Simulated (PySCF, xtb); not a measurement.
B(Cl)(H)(SH) (BClH₂S), SMILES SBCl. Other conformers were not sampled.

Harmonic wavenumbers (cm⁻¹) from xtb 6.7.1 with GFN2-xTB at its own minimum, in rising order: 247, 375, 652, 667, 794, 860, 1036, 2445, 2631.

Question: What does B3LYP-D3(BJ)/def2-TZVP (PySCF) give at its own minimum? (Estimate from the structure and the level; the computed values follow.)

Answer: 255, 437, 675, 785, 866, 903, 1097, 2670, 2688. Paired by order, the mean absolute difference is 74 cm⁻¹ and the zero-point energies are 13.9 and 14.8 kcal/mol.
